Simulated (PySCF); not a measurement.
H$_{6}$Ge$_{2}$, charge +1, doublet, at a GFN2-xTB geometry (a state made from the parent by changing its charge; the spin is typed, not shown lowest), with bond 8-2 at 1.6 times its length; PySCF with B3LYP/STO-3G.

Input for PySCF:
```python
from pyscf import gto, scf, dft

mol = gto.M(
    atom='''
Ge   -1.294693    0.136967   -0.019984
Ge    1.294693   -0.136967    0.019984
H    -1.736890   -0.853950   -1.069363
H    -1.489179    1.585660   -0.396969
H    -1.706715   -0.209863    1.390193
H     1.489815   -1.573047    0.442185
H     1.740859    0.886572    1.035835
H     1.946560    0.345586   -2.255002
''',
    basis='sto-3g',
    charge=1,
    spin=1,
    verbose=4,
)

mf = dft.UKS(mol)
mf.xc = 'b3lyp'
mf.DIIS = scf.EDIIS
mf.kernel()
```

It wrote (shortened):

```
PySCF version 2.14.0

[INPUT] verbose = 4
[INPUT] num. atoms = 8
[INPUT] num. electrons = 69
[INPUT] charge = 1
[INPUT] spin (= nelec alpha-beta = 2S) = 1
[INPUT] symmetry False subgroup None
[INPUT] Mole.unit = angstrom
[INPUT] Symbol           X                Y                Z      unit          X                Y                Z       unit  Magmom
[INPUT]  1 Ge    -1.294693000000   0.136967000000  -0.019984000000 AA   -2.446615185392   0.258830118103  -0.037764286873 Bohr   0.0
[INPUT]  2 Ge     1.294693000000  -0.136967000000   0.019984000000 AA    2.446615185392  -0.258830118103   0.037764286873 Bohr   0.0
[INPUT]  3 H     -1.736890000000  -0.853950000000  -1.069363000000 AA   -3.282246408496  -1.613731624072  -2.020803197743 Bohr   0.0
[INPUT]  4 H     -1.489179000000   1.585660000000  -0.396969000000 AA   -2.814140460454   2.996463126678  -0.750162689942 Bohr   0.0
[INPUT]  5 H     -1.706715000000  -0.209863000000   1.390193000000 AA   -3.225223922687  -0.396583593680   2.627084030287 Bohr   0.0
[INPUT]  6 H      1.489815000000  -1.573047000000   0.442185000000 AA    2.815342326269  -2.972628011069   0.835608546391 Bohr   0.0
[INPUT]  7 H      1.740859000000   0.886572000000   1.035835000000 AA    3.289746731484   1.675378269708   1.957444460239 Bohr   0.0
[INPUT]  8 H      1.946560000000   0.345586000000  -2.255002000000 AA    3.678465285033   0.653062892484  -4.261336190346 Bohr   0.0

nuclear repulsion = 303.469490378745
number of shells = 22
number of NR pGTOs = 126
number of NR cGTOs = 42
basis = sto-3g
ecp = {}

******** <class 'pyscf.dft.uks.UKS'> ********
method = UKS
initial guess = minao
damping factor = 0
level_shift factor = 0
DIIS = <class 'pyscf.scf.diis.EDIIS'>
diis_start_cycle = 1
diis_space = 8
diis_damp = 0
SCF conv_tol = 1e-09
SCF conv_tol_grad = None
SCF max_cycles = 50
direct_scf = True
direct_scf_tol = 1e-13
number electrons alpha = 35  beta = 34
XC library pyscf.dft.libxc version 7.1.2
    S. Lehtola, C. Steigemann, M. J. T. Oliveira, and M. A. L. Marques,  SoftwareX 7, 1–5 (2018)
XC functionals = b3lyp
    P. J. Stephens, F. J. Devlin, C. F. Chabalowski, and M. J. Frisch,  J. Phys. Chem. 98, 11623 (1994)
radial grids:
    Treutler-Ahlrichs [JCP 102, 346 (1995); DOI:10.1063/1.469408] (M4) radial grids

becke partition: Becke, JCP 88, 2547 (1988); DOI:10.1063/1.454033
pruning grids: <function nwchem_prune>
grids dens level: 3
symmetrized grids: False
atomic radii adjust function: <function treutler_atomic_radii_adjust>
small_rho_cutoff = 0
Set gradient conv threshold to 3.16228e-05
tot grids = 100128
init E= -4104.50742285117

cycle= 1 E= -4109.04783690804  delta_E= -4.54  |g|= 0.404  |ddm|= 2.08

cycle= 2 E= -4102.56439071357  delta_E= 6.48  |g|= 2.39  |ddm|=    3
cycle= 3 E= -4099.67174080918  delta_E= 2.89  |g|= 4.07  |ddm|= 5.38
cycle= 4 E= -4108.10537277969  delta_E= -8.43  |g|= 0.931  |ddm|= 5.04
cycle= 5 E= -4108.48110332641  delta_E= -0.376  |g|= 0.795  |ddm|= 0.563
cycle= 6 E= -4108.48110331755  delta_E= 8.86e-09  |g|= 0.795  |ddm|= 4.06e-08
cycle= 7 E= -4108.48110347768  delta_E= -1.6e-07  |g|= 0.795  |ddm|= 5.58e-07
cycle= 8 E= -4108.48110325029  delta_E= 2.27e-07  |g|= 0.795  |ddm|= 7.49e-07
cycle= 9 E= -4108.48110337898  delta_E= -1.29e-07  |g|= 0.795  |ddm|= 3.9e-07
cycle= 10 E= -4108.48110332659  delta_E= 5.24e-08  |g|= 0.795  |ddm|= 1.58e-07
cycle= 11 E= -4056.94339980415  delta_E= 51.5  |g|= 5.12  |ddm|= 7.29
cycle= 12 E= -4046.88322403873  delta_E= 10.1  |g|= 3.74  |ddm|= 9.77
cycle= 13 E= -4106.49430257784  delta_E= -59.6  |g|= 1.34  |ddm|= 7.61
cycle= 14 E= -4106.6585637877  delta_E= -0.164  |g|= 1.32  |ddm|= 0.21
cycle= 15 E= -4106.65856379506  delta_E= -7.35e-09  |g|= 1.32  |ddm|= 4.45e-08
cycle= 16 E= -4106.65856353492  delta_E= 2.6e-07  |g|= 1.32  |ddm|= 1.67e-06
cycle= 17 E= -4106.65856378672  delta_E= -2.52e-07  |g|= 1.32  |ddm|= 1.62e-06
cycle= 18 E= -4106.65856378346  delta_E= 3.26e-09  |g|= 1.32  |ddm|= 1.4e-08
cycle= 19 E= -4106.65856378767  delta_E= -4.21e-09  |g|= 1.32  |ddm|= 1.6e-08
cycle= 20 E= -4049.60516557353  delta_E= 57.1  |g|= 4.77  |ddm|= 7.34
cycle= 21 E= -4046.4396218227  delta_E= 3.17  |g|= 3.81  |ddm|= 9.43
cycle= 22 E= -4106.52835864195  delta_E= -60.1  |g|= 1.34  |ddm|= 7.63
cycle= 23 E= -4106.53731086583  delta_E= -0.00895  |g|= 1.34  |ddm|= 0.0188
cycle= 24 E= -4106.53731081367  delta_E= 5.22e-08  |g|= 1.34  |ddm|= 2.67e-07
cycle= 25 E= -4106.53731084384  delta_E= -3.02e-08  |g|= 1.34  |ddm|= 3.23e-07
cycle= 26 E= -4106.53731086088  delta_E= -1.7e-08  |g|= 1.34  |ddm|= 4.23e-08
cycle= 27 E= -4106.53731082836  delta_E= 3.25e-08  |g|= 1.34  |ddm|= 1.26e-07
cycle= 28 E= -4106.53731087292  delta_E= -4.46e-08  |g|= 1.34  |ddm|= 1.67e-07
cycle= 29 E= -4049.53452181792  delta_E=   57  |g|= 4.73  |ddm|= 7.32
cycle= 30 E= -4046.45540324473  delta_E= 3.08  |g|= 3.81  |ddm|= 9.42
cycle= 31 E= -4106.53626982764  delta_E= -60.1  |g|= 1.34  |ddm|= 7.63
cycle= 32 E= -4106.53634540789  delta_E= -7.56e-05  |g|= 1.34  |ddm|= 0.000666
cycle= 33 E= -4106.53634541322  delta_E= -5.34e-09  |g|= 1.34  |ddm|= 2.35e-08
cycle= 34 E= -4106.53634539621  delta_E= 1.7e-08  |g|= 1.34  |ddm|= 5.77e-08
cycle= 35 E= -4106.53634543615  delta_E= -3.99e-08  |g|= 1.34  |ddm|= 2.42e-07
cycle= 36 E= -4106.53634540262  delta_E= 3.35e-08  |g|= 1.34  |ddm|= 2.48e-07
cycle= 37 E= -4106.53634542372  delta_E= -2.11e-08  |g|= 1.34  |ddm|= 1.01e-07
cycle= 38 E= -4049.52649116047  delta_E=   57  |g|= 4.73  |ddm|= 7.33
cycle= 39 E= -4046.4558927169  delta_E= 3.07  |g|= 3.81  |ddm|= 9.42
cycle= 40 E= -4106.53644014558  delta_E= -60.1  |g|= 1.34  |ddm|= 7.63
cycle= 41 E= -4106.53644015018  delta_E= -4.6e-09  |g|= 1.34  |ddm|= 5.7e-08
cycle= 42 E= -4106.53644018996  delta_E= -3.98e-08  |g|= 1.34  |ddm|= 5.45e-08
cycle= 43 E= -4106.5364401354  delta_E= 5.46e-08  |g|= 1.34  |ddm|= 7.64e-08
cycle= 44 E= -4106.53644013348  delta_E= 1.92e-09  |g|= 1.34  |ddm|= 4.79e-09
cycle= 45 E= -4106.53644014911  delta_E= -1.56e-08  |g|= 1.34  |ddm|= 2.02e-08
cycle= 46 E= -4106.53641258078  delta_E= 2.76e-05  |g|= 1.34  |ddm|= 0.000178
cycle= 47 E= -4049.5251160944  delta_E=   57  |g|= 4.73  |ddm|= 7.33
cycle= 48 E= -4046.45619040058  delta_E= 3.07  |g|= 3.81  |ddm|= 9.42
cycle= 49 E= -4106.53642960263  delta_E= -60.1  |g|= 1.34  |ddm|= 7.63
cycle= 50 E= -4106.53642969042  delta_E= -8.78e-08  |g|= 1.34  |ddm|= 2.93e-07
SCF not converged.
SCF energy = -4106.53642969042 after 50 cycles  <S^2> = 0.77655573  2S+1 = 2.0263817
```

Convergence was not reached.
